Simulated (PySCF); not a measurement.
Excitations are Tamm–Dancoff values on a coarser integration grid. The basis has no diffuse functions, so Rydberg states are missing or too high.

Cartesian coordinates (Å):
```xyz
5

N     -0.5756     0.0059    -0.0267
B      0.8043    -0.0082     0.0371
O      2.0112    -0.0212     0.0929
H     -1.1217    -0.8354    -0.0838
H     -1.1083     0.8576    -0.0184
```
Charge 0, multiplicity 1.

Task: Predict the S1–T1 gap (TDA), T1 excitation (TDA), HOMO, S1 oscillator strength and total energy from M06-2X/def2-TZVP (PySCF).

Result: 
```yaml
S1–T1 gap (TDA): 0.32 eV
T1 excitation (TDA): 6.69 eV
HOMO: -9.87 eV
S1 oscillator strength: 0.006
total_energy: -156.1141 Ha
```
